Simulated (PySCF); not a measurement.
Members of one series of related molecules.

All values: B3LYP/def2-SVPD (PySCF) at GFN2-xTB geometries, gas phase, one conformer each. Core orbitals are frozen in the response; Δα² is half the sum of the squared differences of the principal polarisabilities.

Question: Rank by polarisability anisotropy Δα, lowest first.
A. `[O:1]=[CH:2][C@H:3]1[SiH2:4][CH2:5][S:6][SiH2:7]1` with O1–C2–C3–Si4 -54°, C2–C3–Si4–C5 159°, C3–Si4–C5–S6 -34°, Si4–C5–S6–Si7 13°, C5–S6–Si7–C3 13°
B. `[O:1]=[CH:2][C@H:3]1[CH2:4][S:5][CH2:6][SiH2:7]1` with O1–C2–C3–C4 -22°, C2–C3–C4–S5 159°, C3–C4–S5–C6 -51°, C4–S5–C6–Si7 39°, S5–C6–Si7–C3 -19°
C. `[O:1]=[CH:2][C@H:3]1[CH2:4][O:5][CH2:6][SiH2:7]1` with O1–C2–C3–C4 153°, C2–C3–C4–O5 153°, C3–C4–O5–C6 -52°, C4–O5–C6–Si7 42°, O5–C6–Si7–C3 -18°

Answer: C (3.03 Å³), B (3.28 Å³), A (4.10 Å³).

Question: Rank by HOMO energy, highest first.
A. `O=C[C@H]1CSC[SiH2]1`
B. `C(=O)[C@H]1COC[SiH2]1`
C. `O=C[C@@H]1CSSC[SiH2]1`
D. `O=C[C@H]1[SiH2]CS[SiH2]1`

Answer: A (-6.28 eV), C (-6.56 eV), D (-6.75 eV), B (-7.15 eV).

Question: Rank by dipole moment, highest first.
A. `[O:1]=[CH:2][C@H:3]1[SiH2:4][CH2:5][S:6][SiH2:7]1` with O1–C2–C3–Si4 -54°, C2–C3–Si4–C5 159°, C3–Si4–C5–S6 -34°, Si4–C5–S6–Si7 13°, C5–S6–Si7–C3 13°
B. `[O:1]=[CH:2][C@H:3]1[CH2:4][S:5][CH2:6][SiH2:7]1` with O1–C2–C3–C4 -22°, C2–C3–C4–S5 159°, C3–C4–S5–C6 -51°, C4–S5–C6–Si7 39°, S5–C6–Si7–C3 -19°
C. `[O:1]=[CH:2][C@@H:3]1[CH2:4][S:5][S:6][CH2:7][SiH2:8]1` with O1–C2–C3–C4 -163°, C2–C3–C4–S5 -60°, C3–C4–S5–S6 -74°, C4–S5–S6–C7 73°, S5–S6–C7–Si8 -67°

Answer: A (2.87 D), B (2.53 D), C (1.91 D).

All values together:

| SMILES | change | formula | μ (D) | HOMO (eV) | LUMO (eV) | α (Å³) | Δα (Å³) | electrons | α per electron (Å³) |
| --- | --- | --- | --- | --- | --- | --- | --- | --- | --- |
| O=C[C@H]1CSC[SiH2]1 | parent | C4H8OSSi | 2.53 | -6.28 | -1.15 | 14.03 | 3.28 | 70 | 0.200 |
| O=C[C@H]1COC[SiH2]1 | S replaced by O | C4H8O2Si | 2.66 | -7.15 | -1.20 | 11.84 | 3.03 | 62 | 0.191 |
| O=C[C@@H]1CSSC[SiH2]1 | S inserted into a C-S bond | C4H8OS2Si | 1.91 | -6.56 | -1.44 | 16.71 | 3.97 | 86 | 0.194 |
| O=C[C@H]1[SiH2]CS[SiH2]1 | C replaced by Si | C3H8OSSi2 | 2.87 | -6.75 | -1.40 | 15.98 | 4.10 | 78 | 0.205 |

Conformers: `[O:1]=[CH:2][C@H:3]1[CH2:4][S:5][CH2:6][SiH2:7]1` with O1–C2–C3–C4 -22°, C2–C3–C4–S5 159°, C3–C4–S5–C6 -51°, C4–S5–C6–Si7 39°, S5–C6–Si7–C3 -19°; `[O:1]=[CH:2][C@H:3]1[CH2:4][O:5][CH2:6][SiH2:7]1` with O1–C2–C3–C4 153°, C2–C3–C4–O5 153°, C3–C4–O5–C6 -52°, C4–O5–C6–Si7 42°, O5–C6–Si7–C3 -18°; `[O:1]=[CH:2][C@@H:3]1[CH2:4][S:5][S:6][CH2:7][SiH2:8]1` with O1–C2–C3–C4 -163°, C2–C3–C4–S5 -60°, C3–C4–S5–S6 -74°, C4–S5–S6–C7 73°, S5–S6–C7–Si8 -67°; `[O:1]=[CH:2][C@H:3]1[SiH2:4][CH2:5][S:6][SiH2:7]1` with O1–C2–C3–Si4 -54°, C2–C3–Si4–C5 159°, C3–Si4–C5–S6 -34°, Si4–C5–S6–Si7 13°, C5–S6–Si7–C3 13°.

Q: Give the shifts from the parent, `O=C[C@H]1CSC[SiH2]1`.

A: 
```
                  SMILES  change in μ (D)  change in HOMO (eV)  change in LUMO (eV)  change in mean α (Å³)
     O=C[C@H]1COC[SiH2]1            +0.13                -0.87                -0.05                  -2.19
   O=C[C@@H]1CSSC[SiH2]1            -0.62                -0.28                -0.29                  +2.68
O=C[C@H]1[SiH2]CS[SiH2]1            +0.34                -0.47                -0.25                  +1.95
```
